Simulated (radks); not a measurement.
The numbers below are computed, except where a source is named.
Excited configurations of Se: one electron is placed in a higher orbital outside [Ar] 3d10 4s2 4p3. The ground configuration is [Ar] 3d10 4s2 4p4. Level of theory: scalar-relativistic Kohn-Sham, PBE, spin-polarised, spherical densities, point nucleus; open shells are filled with parallel spins first (a radial shooting solver on a logarithmic mesh with Libxc functionals). Excitation = E - E(ground); binding = E(ion) - E, where the ion is the core of charge +1; n* = 1/sqrt(2 binding) in atomic units, and the quantum defect is n - n*.

| outer orbital | excitation (eV) | binding (eV) | eigenvalue (eV) | <r> (bohr) |
|---|---|---|---|---|
| 4d | 7.426 | 2.091 | -0.678 | 7.303 |
| 4f | 8.550 | 0.967 | -0.480 | 16.66 |
| 5s | 5.628 | 3.889 | -2.203 | 5.733 |
| 5d | 8.187 | 1.330 | -0.730 | 14.05 |
| 5f | 8.843 | 0.674 | -0.405 | 28.18 |
| 6s | 7.669 | 1.848 | -1.153 | 12.16 |
| 6d | 8.666 | 0.851 | -0.530 | 24.20 |
| 7s | 8.441 | 1.076 | -0.707 | 21.14 |
| 7p | 8.636 | 0.881 | -0.574 | 25.30 |
| 7d | 8.927 | 0.590 | -0.392 | 37.00 |

The Delta-SCF ionisation energy is 9.517 eV (NIST Atomic Spectra Database: 9.752 eV, measured). Self-interaction in the functional shifts the binding energies and quantum defects, so they are the method's values and not measured ones. Open shells are spherical and high-spin; term and fine-structure splittings are not resolved.
